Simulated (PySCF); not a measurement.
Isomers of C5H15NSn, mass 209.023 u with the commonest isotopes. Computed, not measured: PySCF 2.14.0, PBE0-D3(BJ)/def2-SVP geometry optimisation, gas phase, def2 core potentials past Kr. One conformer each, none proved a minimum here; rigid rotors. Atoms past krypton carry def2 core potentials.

**Question.** Order these by rotational constant B, largest first.
A. SnH2Me(NEt2) (`C([N](CC)[SnH2][CH3])C`)
B. SnHMe2(NHiPr), `[NH]([SnH]([CH3])[CH3])C(C)C`
C. SnHMe2(NMeEt), `[SnH]([CH3])([N](CC)C)[CH3]`

**Answer.** C (1065 MHz), B (989.9 MHz), A (952.6 MHz).

**Question.** Order these by rotational constant A, largest first.
A. `[H][Sn]([CH3])([CH3])[N](C)CC` (SnHMe2(NMeEt))
B. SnHMe2(NHiPr) (`[H][Sn]([CH3])([CH3])[NH]C(C)C`)
C. SnH2Me(NEt2) (`[H][Sn]([H])([CH3])[N](CC)CC`)

**Answer.** B (2572 MHz), A (2293 MHz), C (2017 MHz).

**Question.** Order these by radius of gyration √(Σ m r²/M), smallest first.
A. SnHMe2(NMeEt), `CC[N](C)[SnH]([CH3])[CH3]`
B. `C([NH][SnH]([CH3])[CH3])(C)C` (SnHMe2(NHiPr))
C. `[H][Sn]([H])([CH3])[N](CC)CC` (SnH2Me(NEt2))

**Answer.** A (1.734 Å), B (1.781 Å), C (1.844 Å).

| SMILES | point group | Ia (u·Å²) | Ib (u·Å²) | Ic (u·Å²) | κ | μa (D) | μb (D) | μc (D) |
| --- | --- | --- | --- | --- | --- | --- | --- | --- |
| [H][Sn]([CH3])([CH3])[N](C)CC | C1 | 220.41 | 474.33 | 562.21 | -0.76 | 0.63 | 0.29 | 0.72 |
| [H][Sn]([CH3])([CH3])[NH]C(C)C | C1 | 196.46 | 510.52 | 619.03 | -0.80 | 0.28 | 0.30 | 0.02 |
| [H][Sn]([H])([CH3])[N](CC)CC | C1 | 250.58 | 530.54 | 640.24 | -0.73 | 0.39 | 0.52 | 0.70 |
